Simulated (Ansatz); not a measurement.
Computed with Ansatz on PBE0-D4/def2-TZVP structures; ΔE is electronic, products minus reactants. CBS: MP2 limit from def2 TZ/QZ plus the TZ coupled-cluster correction, frozen cores. This one scheme is used for every species. Each species was taken in one conformer, which may not be the lowest.

Reaction (cleavage of the Si–Si bond): `N[SiH](O)[SiH3]` + HCl → `N[SiH](O)Cl` + SiH₄

```
          species  SCS-MP2/def2-TZVPP energy (Eh)
`N[SiH](O)[SiH3]`                      -712.13006
              HCl                      -460.30218
    `N[SiH](O)Cl`                      -881.06465
             SiH₄                      -291.41820
```

Problem. Work out ΔE.

Solution. ΔE = (-881.06465) + (-291.41820) − (-712.13006) − (-460.30218) = -0.05061 Eh = -31.8 kcal/mol. CCSD(T)/CBS gives -29.8 kcal/mol.

Largest T1 diagnostic among the species: 0.012.

Leaving LDA and LC-ωPBE aside and taking each functional with its dispersion term where it has one, the values, not all of them listed here, spread over 5.2 kcal/mol, from ωB97M-V to PBE-D4. In def2-TZVPP, CCSD(T) changes the Hartree–Fock value by +4.8 kcal/mol (the triples alone add +0.4 kcal/mol) and MP2 by +2.5 kcal/mol.
